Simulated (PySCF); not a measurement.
Species: C₇H₆O₂.
Numbering: `[CH:1]#[C:2][C@:3]1([CH3:4])[CH:5]=[C:6]1[O:7][CH:8]=[O:9]`

Probes without a nucleus sit at each ring's centroid and 1 Å off its mean plane on both sides; NICS is minus the shielding there, NICSzz its component along the normal. Level: GIAO PBE0/pcSseg-1 (PySCF, non-relativistic, gas phase) on the GFN2-xTB geometry, one conformer.

Ring bond lengths (Å), with Mayer bond orders in brackets: C3–C5 1.527 (0.88), C5–C6 1.302 (1.68), C6–C3 1.499 (1.03).

Task: What do the NICS probes read (ppm)?

Result: 
```
    ring                                                    type  NICS(0)  NICS(1), two faces  NICS(1)zz, two faces  rms pucker (Å)  centre to ring atoms, mean (Å)
C3–C5–C6  3-membered carbocycle; formal bonds 1 double, 2 single    -31.3         -5.8 / -5.4         -11.6 / -10.8            0.00                            0.83
```

Task: What do they say, and how far can they be read as aromaticity?

Result: 
- C3–C5–C6: mean NICS(1)zz -11.2 ppm, shielded. C3 has four or more neighbours, and the NICS criterion for π rings isn't applied. NICS(0) lies 26 ppm below the mean NICS(1).

Task: List the ring angles and the Hirshfeld charges of the ring atoms.

Result: 
- C3–C5–C6: C3 51.0° (+0.022 e), C5 63.4° (-0.054 e), C6 65.6° (+0.069 e); sum 180.0° against 180° for a flat convex ring.

Time: 44 s; peak memory 0.83 GiB. Hardware: one thread, Arm Neoverse N1 (aarch64), shared host with 64 logical CPUs at a one-minute load of 58. This is the whole shielding run at PBE0/pcSseg-1, SCF included.

Shape of the structure used: `[CH:1]#[C:2][C@:3]1([CH3:4])[CH:5]=[C:6]1[O:7][CH:8]=[O:9]`: C5–C6–O7–C8 0°, C6–O7–C8–O9 1°.
